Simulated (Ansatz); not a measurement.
This singlet lies 1.31 eV below the relaxed triplet at the level composite: frozen-core CCSD(T) with HF/cc-pVQZ and the correlation energy extrapolated as X^-3 from cc-pVTZ and cc-pVQZ, plus CCSDT(Q) minus CCSD(T) in cc-pVDZ // PBE0-D3(BJ)/def2-TZVP (Ansatz, a program for electronic structure).

Species: H3BN, SMILES `B[NH+]` (lower singlet) (charge 1, multiplicity 1).

### Question
Give a relaxed geometry from Ansatz with PBE0-D3(BJ)/def2-TZVP.

### Answer
the end point of this relaxation (outside a Z-matrix the atoms follow the SMILES, hydrogens last).
Bond lengths (Å): B1–N2 1.214, B1–H3 1.302, B1–H4 1.302, N2–H5 1.007. Bond angles (°): N2–B1–H3 159.4, N2–B1–H4 159.5, H3–B1–H4 41.1, B1–N2–H5 180.0.
